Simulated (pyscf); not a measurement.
## H₃C–CH₂–O–B(OH)–OH (SMILES CCOB(O)O), singlet

Gas-phase minimum from PySCF at ωB97X-D3(BJ)/def2-SVP, one conformer. 

SMILES: CCOB(O)O
```xyz
13

C      0.7250     0.0461     1.5428
C     -0.7843     0.1988     1.4427
O     -1.2632    -0.2045     0.1682
B     -1.1723     0.6315    -0.9071
O     -1.6011     0.1997    -2.1362
O     -0.6609     1.8952    -0.7705
H      1.0736     0.2999     2.5569
H      1.0228    -0.9912     1.3225
H      1.2261     0.7167     0.8280
H     -1.2874    -0.4411     2.1853
H     -1.0774     1.2436     1.6419
H     -1.9335    -0.7035    -2.0888
H     -0.6757     2.3692    -1.6086
```

Bonds (Å): C1–C2 1.520, C1–H7 1.102, C1–H8 1.101, C1–H9 1.101, C2–O3 1.420, C2–H10 1.102, C2–H11 1.103, O3–B4 1.365, B4–O5 1.372, B4–O6 1.370, O5–H12 0.964, O6–H13 0.963. Bond angles (°): C2–C1–H7 110.6, C2–C1–H8 110.5, C2–C1–H9 110.4, H7–C1–H8 108.4, H7–C1–H9 108.3, H8–C1–H9 108.7, C1–C2–O3 111.4, C1–C2–H10 110.5, C1–C2–H11 110.3, O3–C2–H10 106.6, O3–C2–H11 110.0, H10–C2–H11 107.9, C2–O3–B4 120.7, O3–B4–O5 119.5 (the first ones only).

Properties at ωB97X-D3(BJ)/def2-SVP:

```yaml
harmonic_wavenumbers_unscaled: 82, 103, 208, 288, 384, 440, 477, 533, 541, 688, 799, 838, 944, 1013, 1022, 1119, 1177, 1206, 1329, 1380, 1426, 1464, 1476, 1483, 1489, 1535, 3068, 3079, 3135, 3164, 3176, 3922, 3926 cm⁻¹
zero_point_energy: 67.1 kcal/mol
rotational_symmetry_number: 1
Entropy of this conformer at 298 K and 1 atm, rigid rotor and harmonic oscillator, modes under 100 cm⁻¹ raised to 100: 341.1 J/(mol K)
dipole_moment: 0.19 D
```

Single-point totals, which compare only within one level:

```csv
level,total energy (hartree)
ωB97X-D3(BJ)/def2-TZVP,-331.34671
PBE/def2-TZVP,-330.85224
r²SCAN/def2-TZVP,-331.07041
B3LYP-D3(BJ)/def2-TZVP,-331.27125
PBE0-D3(BJ)/def2-TZVP,-330.87988
M06-2X/def2-TZVP,-331.11909
ωB97M-D3(BJ)/def2-TZVP,-331.32881
```

Soft torsions are taken as harmonic, which can shift the entropy by several J/(mol K).
